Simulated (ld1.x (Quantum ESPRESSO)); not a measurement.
# lead: excitation energies, all-electron against TM semilocal

- Element: Pb
- Generator: ld1.x (Quantum ESPRESSO) 7.5
- Type: norm-conserving Troullier–Martins (semilocal form)
- Functional: PBE
- Relativity: scalar-relativistic
- Frozen core: [Xe] 4f14 5d10
- Valence charge: 4
- Reference configuration: 6s2 6p1.5 (charge +0.5)
- Partial waves: 6s (bound): rc 1.55 bohr; 6d channel at 0.45 Ry: rc 2.35 bohr; 6p (bound): rc 2.35 bohr
- Local potential: the p channel
- Core correction: none

Energies are relative to the spin-unpolarised reference configuration 6s2 6p1.5; without spin polarisation the order of configurations can differ from experiment.

| valence configuration | charge | ΔE all-electron (eV) | error AE − PS (meV) |
| --- | --- | --- | --- |
| 6s2 6p2 | 0 | -2.492 | +4.7 |
| 6s2 6p1 | +1 | 4.084 | +4.0 |
| 6s2 6p0 | +2 | 17.528 | +85 |
| 6s1 6p3 | 0 | 6.245 | +44 |
| 6s2 6p2.3 | -0.3 | -3.291 | +9.5 |

(1) What are ΔE and the potential's error for 6s1 6p0?

(2) What are ΔE and the potential's error for 6s0 6p4?

Levels in the configuration 6s2 6p2.3:

```csv
level,all-electron (eV),pseudo (eV)
6s,-10.185,-10.174
6p,-1.860,-1.876
```

Results:

(1) ΔE = 49.938 eV all-electron; the error (AE − PS) is +203 meV.

(2) ΔE = 15.343 eV all-electron; the error (AE − PS) is +180 meV.
